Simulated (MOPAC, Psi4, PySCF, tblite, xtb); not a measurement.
Dimer H3Al ··· Cl- (SMILES [AlH3] and [Cl-]) (charge -1), singlet at R = 2.19 Å between the centres of mass, closest contact 2.19 Å (lowest of the rigid-body minima from ten starts at GFN2-xTB). Geometry in Å and degrees:

```
Al
H 1 1.5802
H 1 1.5802 2 120.00
H 1 1.5802 2 120.00 3 -179.98
Cl 1 2.1923 2 90.00 4 -90.01
```

Computed with: GFN2-xTB (tblite); SAPT0/jun-cc-pVDZ, frozen core (Psi4); PBE0/def2-TZVPD, counterpoise-corrected (Psi4); PBE0-D3(BJ)/def2-TZVPD, counterpoise-corrected (Psi4); PBE/def2-TZVPD, counterpoise-corrected (Psi4); PBE-D3(BJ)/def2-TZVPD, counterpoise-corrected (Psi4); M06-2X/def2-TZVPD, counterpoise-corrected (Psi4); HF/aug-cc-pVTZ, counterpoise-corrected (Psi4); MP2/aug-cc-pVTZ = DF-MP2/aug-cc-pVTZ, frozen core, counterpoise-corrected run with Psi4; SCS-MP2/aug-cc-pVTZ = DF-SCS-MP2/aug-cc-pVTZ, frozen core, counterpoise-corrected (Psi4); MP2/aug-cc-pVDZ = Psi4 1.11 with DF-MP2/aug-cc-pVDZ, frozen core, counterpoise-corrected; CCSD/aug-cc-pVDZ = DF-CCSD/aug-cc-pVDZ, frozen core, counterpoise-corrected in Psi4; CCSD(T)/aug-cc-pVDZ = DF-CCSD(T)/aug-cc-pVDZ, frozen core, counterpoise-corrected in Psi4; PM3, restricted, heats of formation (MOPAC); PM6, restricted, heats of formation (MOPAC); GFN1-xTB (xtb); RKS-B3LYP/6-31G* = restricted B3LYP/6-31G*, spherical d, no counterpoise correction run with PySCF 2.14.0; RKS-B3LYP/LANL2DZ = restricted B3LYP/LANL2DZ, with its core potentials past Ne, no counterpoise correction (PySCF); RHF/3-21G = restricted Hartree-Fock/3-21G, no counterpoise correction in PySCF 2.14.0; RKS-B3LYP/3-21G = restricted B3LYP/3-21G, no counterpoise correction in PySCF.

Task: What interaction energy does each level give?

Result: 
```csv
method,E_int / kcal/mol
PM3,-68.25
GFN2-xTB,-50.35
PBE0-D3(BJ)/def2-TZVPD,-35.13
GFN1-xTB,-35.00
RKS-B3LYP/6-31G*,-34.91
M06-2X/def2-TZVPD,-34.69
PBE0/def2-TZVPD,-34.18
PBE-D3(BJ)/def2-TZVPD,-34.04
RKS-B3LYP/3-21G,-33.39
PBE/def2-TZVPD,-32.99
MP2/aug-cc-pVTZ,-31.76
RKS-B3LYP/LANL2DZ,-31.08
PM6,-29.91
SAPT0/jun-cc-pVDZ,-29.88
SCS-MP2/aug-cc-pVTZ,-29.85
MP2/aug-cc-pVDZ,-25.41
CCSD(T)/aug-cc-pVDZ,-25.20
CCSD/aug-cc-pVDZ,-24.79
HF/aug-cc-pVTZ,-24.59
RHF/3-21G,-23.66
```
